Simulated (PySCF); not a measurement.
Species, as SMILES: C=[SiH2] (CH2-SiH2).
Geometry (B3LYP-D3(BJ)/def2-TZVP, fixed):
```
Si
C 1 1.7009
H 2 1.0823 1 122.25
H 2 1.0823 3 115.51 1 180.00
H 1 1.4730 2 122.63 3 0.00
H 1 1.4730 5 114.74 2 -180.00
```
Charge 0, spin multiplicity 1.

How fast the mean static polarisability converges with the basis for several methods (PySCF): deviation from each method's own reference, in %. References: HF 47.66 bohr³, the value in aug-pcseg-2; PBE 48.84 bohr³, the value in aug-pcseg-2; PBE0 47.79 bohr³, the value in aug-pcseg-2. All functions are spherical. Density fitting with generated auxiliary sets. In sets without p functions on hydrogen, species with hydrogen take exact integrals. No added dispersion term, no relativity. 

```csv
basis,functions,HF,PBE,PBE0
def2-SV(P),40,-22.2,?,-22.7
pcseg-1,52,-21.0,?,-22.0
6-31G**,52,-24.0,?,-25.6
6-311G**,68,-21.2,?,-21.6
aug-pcseg-1,86,-1.0,?,-1.4
"6-311++G(2d,2p)",102,-6.2,?,-6.5
pcseg-2,120,-14.0,?,-14.1
def2-TZVPPD,153,-1.1,?,-0.8
cc-pV(Q+d)Z,239,-6.0,?,-5.6
def2-QZVPP,247,-4.7,?,-4.3
pcseg-3,256,-4.3,?,-4.2
def2-QZVPPD,271,-0.1,?,0.1
```

Problem. Some entries are withheld; supply them.

Solution. 
- def2-SV(P), PBE: -24.1
- pcseg-1, PBE: -23.2
- 6-31G**, PBE: -27.1
- 6-311G**, PBE: -22.7
- aug-pcseg-1, PBE: -1.4
- 6-311++G(2d,2p), PBE: -6.7
- pcseg-2, PBE: -14.8
- def2-TZVPPD, PBE: -1.1
- cc-pV(Q+d)Z, PBE: -6.3
- def2-QZVPP, PBE: -4.9
- pcseg-3, PBE: -4.6
- def2-QZVPPD, PBE: 0.0

Mean absolute deviation over 6-311G**, 6-311++G(2d,2p), pcseg-2, def2-TZVPPD: HF 10.6, PBE0 10.8, PBE 11.3 %.
